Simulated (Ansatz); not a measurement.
Geometry optimisation, RKS PBE/def2-SVP in Ansatz 0.2.0.

Input file:

```yaml
crystal:
  periodic: [false, false, false]
  atoms:
    - { symbol: B, position_ang: [-0.6818, 1.6818, 1.4127] }
    - { symbol: C, position_ang: [-0.4654, 0.6146, 0.2962] }
    - { symbol: S, position_ang: [0.9815, -0.3499, 0.7251] }
    - { symbol: Ge, position_ang: [0.9473, -1.6453, -1.0622] }
    - { symbol: F, position_ang: [1.0696, -0.6909, -2.5257] }
    - { symbol: H, position_ang: [-0.0225, 1.8518, 2.3399] }
    - { symbol: H, position_ang: [-1.6248, 2.4588, 1.2877] }
    - { symbol: H, position_ang: [-0.2675, 1.1352, -0.688] }
    - { symbol: H, position_ang: [-1.3434, -0.0321, 0.2801] }
    - { symbol: H, position_ang: [-0.5083, -2.3526, -1.0614] }
    - { symbol: H, position_ang: [1.9806, -2.7284, -0.9837] }
basis:
  gaussian: { orbitals: def2-SVP }
hamiltonian:
  xc: pbe
relax:
  f_tol: 0.02
  max_steps: 50
```

Command:

```bash
$ ansatz run input.yaml --threads 2 --pin off --max-ram 3072MiB --backend cpu --events-out ev --progress --plain --runs-dir out
```

Q: Where does it end, and by what steps?

A: The run converged. After 16 steps the energy has fallen by 0.332 eV; H6 moved furthest, 0.31 Å.

```csv
step,energy less start (eV),largest force component (eV/Å),accepted
0,0.0000,1.643,yes
1,-0.2712,0.509,yes
2,-0.3119,0.355,yes
3,-0.3275,0.150,yes
4,-0.3271,0.278,no
5,-0.3292,0.064,yes
6,-0.3300,0.042,yes
7,-0.3300,0.097,no
8,-0.3304,0.027,yes
9,-0.3305,0.082,yes
10,-0.3308,0.048,yes
11,-0.3309,0.081,yes
12,-0.3313,0.032,yes
13,-0.3315,0.020,yes
14,-0.3316,0.028,yes
15,-0.3317,0.026,yes
16,-0.3318,0.015,yes
```

```xyz
11
Properties=species:S:1:pos:R:3
B -0.712 1.759 1.439
C -0.482 0.615 0.405
S 1.006 -0.429 0.707
Ge 0.909 -1.744 -1.077
F 1.216 -0.788 -2.533
H 0.138 2.100 2.238
H -1.770 2.361 1.394
H -0.359 1.179 -0.556
H -1.395 -0.002 0.257
H -0.521 -2.308 -1.286
H 2.034 -2.801 -0.969
```

Whether the end is a true minimum wasn't checked by a vibrational analysis.

Time of the run: 85 s on 2 threads of Arm Neoverse N1 (shared host), peak memory 0.18 GiB.
